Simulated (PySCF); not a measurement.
**Nuclear quadrupole coupling in `C=CN1C[SiH2][Si@H](P)C1`**

C4H12NPSi2.
Cartesian coordinates in Å at the GFN2-xTB level; atoms count from 1:
```xyz
20
C4H12NPSi2 angstrom
C      1.8223   -1.5925    0.2716
C      1.7957   -0.2677    0.1459
N      1.0254    0.4938   -0.7036
C      0.6470    1.8126   -0.2389
Si    -0.9615    1.6684    0.8305
Si    -1.6468   -0.2034   -0.3868
P     -1.8550   -2.2393    0.5370
C     -0.0296   -0.1367   -1.4624
H      1.1636   -2.2582   -0.2588
H      2.5428   -2.0568    0.9194
H      2.4879    0.3326    0.7246
H      0.4664    2.4418   -1.1158
H      1.4826    2.2520    0.3049
H     -1.7283    2.9138    0.7549
H     -0.5837    1.4570    2.2342
H     -2.8114   -0.0718   -1.2827
H     -2.9512   -1.8896    1.3058
H     -0.9732   -2.0160    1.5772
H     -0.2092    0.4793   -2.3482
H      0.3111   -1.1087   -1.8117
```

Field gradients from the PBE0/pcSseg-1 density (PySCF, non-relativistic), principal values in atomic units, ordered |Vxx| ≤ |Vyy| ≤ |Vzz|:

```json
{"atom": "N3", "Vxx": "0.5312", "Vyy": "0.5862", "Vzz": "-1.1174"}
```

Find the asymmetry η = (Vxx − Vyy)/Vzz and the couplings χ = eQV/h (234.96 MHz × Q in barn × V in au), with Q(14N) = 0.02044 b.

```
atom       environment  nucleus     η  χzz (MHz)  χxx (MHz)  χyy (MHz)
  N3  enamine nitrogen      14N  0.05      -5.37       2.55       2.82
```

The tensor is traceless: Vxx + Vyy + Vzz = 0.

What is Vzz at N3 in SI units (1 au = 9.71736 × 10²¹ V/m²)?

-1.1174 au = -10.858 × 10²¹ V/m².

And the gradient at the other heavy atoms, for which no coupling is worked out here?

```
atom                      environment  Vzz (au)     η
  C1             terminal =CH2 carbon     0.110  0.63
  C2  vinylic carbon bearing nitrogen    -0.313  0.60
  C4     sp3 carbon bound to nitrogen     0.261  0.07
 Si5                     SiH2 silicon     0.188  0.35
 Si6                      SiH silicon    -0.204  0.49
  P7      three-coordinate phosphorus    -0.940  0.26
  C8     sp3 carbon bound to nitrogen     0.250  0.11
```

Were the hydrogens deuterons (Q(2H) = 0.00286 b), χzz would run from 105 kHz (H16) to 233 kHz (H10).

Geometry: GFN2-xTB, one conformer, isolated molecule. GFN2-xTB bond lengths can be off by several hundredths of an ångström, more for odd bonds, and the gradients follow them. With so small a basis the couplings can be 20 % off.
